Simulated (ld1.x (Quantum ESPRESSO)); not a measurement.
**Reading a pseudo-wave (W)**

Columns: radius, all-electron u(r) and pseudo u(r) of the 6s shell (level -5.91 eV) of tungsten in the configuration [Xe] 4f14 5d4 6s2 6p0; LDA (PZ), scalar-relativistic, TM scheme, ld1.x (Quantum ESPRESSO) 7.5.

| r (bohr) | all-electron | pseudo |
| --- | --- | --- |
| 0.158 | 0.1278 | -0.0284 |
| 0.315 | -0.1707 | -0.0561 |
| 0.473 | -0.0732 | -0.0829 |
| 0.630 | 0.1720 | -0.1084 |
| 0.788 | 0.2952 | -0.1334 |
| 0.945 | 0.2753 | -0.1589 |
| 1.102 | 0.1666 | -0.1879 |
| 1.260 | 0.0190 | -0.2241 |
| 1.418 | -0.1329 | -0.2714 |
| 1.575 | -0.2697 | -0.3316 |
| 1.732 | -0.3845 | -0.4033 |
| 1.890 | -0.4757 | -0.4784 |
| 2.047 | -0.5432 | -0.5433 |
| 2.205 | -0.5904 | -0.5904 |
| 2.362 | -0.6198 | -0.6198 |
| 2.520 | -0.6346 | -0.6346 |
| 2.678 | -0.6375 | -0.6375 |
| 2.835 | -0.6310 | -0.6310 |
| 2.992 | -0.6174 | -0.6174 |
| 3.150 | -0.5982 | -0.5982 |
| 3.308 | -0.5749 | -0.5749 |
| 3.465 | -0.5489 | -0.5489 |
| 3.622 | -0.5212 | -0.5212 |
| 3.780 | -0.4923 | -0.4923 |
| 3.938 | -0.4629 | -0.4629 |
| 4.095 | -0.4339 | -0.4339 |

How many radial nodes do the two functions have?

The all-electron 6s function has n − l − 1 = 5 (the table is too coarse to show those close to the nucleus); the pseudo-wave has 0, since the states of the same l below it are removed with the core.

At about which radius was the pseudo-wave matched?

2.15 bohr, where the columns begin to agree (steps of 0.16 bohr).

Is the pseudo-wave norm-conserving?

Yes: the TM scheme keeps the norm inside the radius equal to the all-electron one, which fixes the energy derivative of the logarithmic derivative at the level.
